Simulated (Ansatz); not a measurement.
Reactions of C4H4F2, SMILES `C=CC(F)=CF`.

Gas-phase electronic energies from Ansatz, PBE0-D4/def2-TZVP geometries. CCSD(T)/CBS adds triple-zeta CCSD(T) − MP2 to the extrapolated MP2 energy (def2 sets, frozen cores). This one scheme is used for every species, atoms too. Double bonds are as drawn, so ΔE can hold a change between cis and trans. DFT in def2-TZVPP. Open shells (•) are unrestricted, without spin–orbit coupling. Spin–orbit coupling would lower the free atoms: a little for C, F. For Br outer-core shells are correlated without core-valence functions, so the limit isn't a true one: a few kJ/mol of doubt a bond, and 10 to 20 or more in all where bonds break to atoms. Scalar relativity is left out up to krypton. One conformer a species, not always the lowest.

```csv
reaction,CCSD(T)/CBS(def2) (eV)
`C=C/C(F)=C\F` + BH₃ → `B/C=C(\F)C=C` + H–F,-1.52
`C=C/C(F)=C\F` + H₂ → `C=C/C=C\F` + H–F,-1.20
`C=C/C(F)=C\F` → 4 C• + 2 F• + 4 H•,44.39
`C=C/C(F)=C\F` + `O[Si](Cl)(Cl)Cl` → `C=CO[Si](Cl)(Cl)Cl` + `F/C=C/F`,0.75
`C=C/C(F)=C\F` + `O[Si](O)(O)S` → `C=CS[Si](O)(O)O` + `F/C=C/F`,?
`C=C/C(F)=C\F` + H₂ → `C=CC(=C)F` + H–F,?
`C=C/C(F)=C\F` + H₂ → `F/C=C/F` + ethylene,?
`C=C/C(F)=C\F` + HBr → `F/C=C(\F)Br` + ethylene,0.71
`C=C/C(F)=C\F` → `C=C(F)/C=C/F`,-0.21
```

(1) Fill in the missing values. (Best estimate.)

Largest T1 diagnostic: 0.012, for `C=C(F)/C=C/F`.

## Answers

(1) Ansatz gave: `C=C/C(F)=C\F` + `O[Si](O)(O)S` → `C=CS[Si](O)(O)O` + `F/C=C/F`: +0.48 eV; `C=C/C(F)=C\F` + H₂ → `C=CC(=C)F` + H–F: -1.29 eV; `C=C/C(F)=C\F` + H₂ → `F/C=C/F` + ethylene: -0.16 eV.
